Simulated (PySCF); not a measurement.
A side-by-side comparison of computed properties.

First species: C₆H₇OPSi.
Bonds: O1–C2 (double), C2–C3, C3–C4 (aromatic), C4–P5 (aromatic), P5–C6 (aromatic), C6–C7 (aromatic), C7–Si8, C7–C9 (aromatic), C3–C9 (aromatic). Hydrogens: H10 on C2; H11 on C4; H12 on C6; H13, H14, H15 on Si8; H16 on C9.

Second species: C₅H₁₁P.
SMILES: `CP(C)C1CC1`

Levels: PBE0/def2-SVPD for dipole moment, HOMO energy, LUMO energy, HOMO–LUMO gap, static isotropic polarisability and electronic spatial extent ⟨r²⟩ about the centre of nuclear charge; TDDFT PBE0/def2-SVPD for lowest singlet excitation; TDA PBE0/def2-SVPD for lowest triplet excitation (Tamm–Dancoff); GFN2-xTB for rotational constant A and rotational constant C. Geometries: GFN2-xTB. Each species is one conformer at its optimised geometry, gas phase, non-relativistic unless stated. Electronic properties by PySCF.

Dipoles, sizes and rotational constants follow the conformer. The torsions of the flexible species, by atom-mapped SMILES:
- `[O:1]=[CH:2][c:3]1[cH:4][p:5][cH:6][c:7]([SiH3:8])[cH:9]1`: O1–C2–C3–C4 180°
- `[CH3:1][P:2]([CH3:3])[CH:4]1[CH2:5][CH2:6]1`: C1–P2–C4–C5 -96°

Which of the two has the higher LUMO energy, and by how much?

The second: 0.84 eV against -2.48 eV, a difference of 3.32 eV.

Which of the two has the higher HOMO energy, and by how much?

The second: -6.52 eV against -7.61 eV, a difference of 1.09 eV.

Which has the higher rotational constant C?

The second: 1.638 GHz against 0.572 GHz, a difference of 1.066 GHz.

Which of the two has the higher dipole moment, and by how much?

The first: 1.89 D against 1.28 D, a difference of 0.61 D.

Which of the two has the higher ⟨r²⟩, and by how much?

The first: 1860 bohr² against 830 bohr², a difference of 1030 bohr².

Which of the two has the higher rotational constant A, and by how much?

The second: 4.655 GHz against 1.391 GHz, a difference of 3.264 GHz.

Which has the higher S1 energy?

The second: 6.34 eV against 3.57 eV, a difference of 2.77 eV.

Which has the higher HOMO–LUMO gap?

The second: 7.36 eV against 5.13 eV, a difference of 2.23 eV.

On the first: The principal polarisabilities are 77.3, 147.3 and 153.4 au; their mean is the isotropic value. The 8 singlets span 3.57 to 5.61 eV, and their oscillator strengths add up to 0.54.

On the second: S1 lies 1.02 eV below the HOMO–LUMO gap; its leading configuration is HOMO→LUMO, weight 0.98. The polarisability is 12.66 Å³ as a volume (1 au = 0.148185 Å³), or 1.53 au for each of the 56 electrons.
